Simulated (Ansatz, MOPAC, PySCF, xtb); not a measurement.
Isomers of C4H4O: 1 is c1cocc1, 2 is C(=O)=CC=C; one conformer of each (the lowest of an xTB search), B3LYP-D3(BJ)/def2-TZVP minima.
Isomer 1 (charge 0, multiplicity 1):
```xyz
9

C     -0.8344    -0.5614    -0.1976
C      0.5519    -0.8636     0.0005
C      1.1682     0.3217     0.2278
O      0.2657     1.3402     0.1854
C     -0.9492     0.7833    -0.0749
H     -1.6313    -1.2556    -0.4030
H      1.0190    -1.8333    -0.0242
H      2.1871     0.6022     0.4264
H     -1.7770     1.4664    -0.1403
```
Isomer 2 (charge 0, multiplicity 1):
| atom | x (Å) | y (Å) | z (Å) |
|---|---|---|---|
| C | -1.5902 | 0.1948 | 0.3839 |
| C | -0.4782 | -0.0396 | -0.3147 |
| C | 0.8654 | -0.0041 | 0.2378 |
| C | 1.9487 | -0.2395 | -0.4746 |
| O | 2.9040 | -0.4459 | -1.0975 |
| H | -2.5612 | 0.1527 | -0.0884 |
| H | -1.5623 | 0.4336 | 1.4399 |
| H | -0.5558 | -0.2752 | -1.3707 |
| H | 1.0297 | 0.2233 | 1.2843 |

No zero-point or thermal terms.

The state that PM3 reach isn't checked.

Codes used: Ansatz (an electronic-structure program); MOPAC for PM3 (differences of heats of formation); PySCF for the dispersion terms; xtb for the GFN methods. 

Q: One of these levels gives 1.262 eV for the electronic energy of isomer 2 less that of isomer 1. Name it.
(A) GFN1-xTB
(B) PM3
(C) PBE-D3(BJ)/def2-TZVPP
(D) PBE0-D4/def2-TZVPP

A: A, GFN1-xTB. The others give 0.423 (PM3), 0.593 (PBE-D3(BJ)/def2-TZVPP), 0.743 (PBE0-D4/def2-TZVPP)
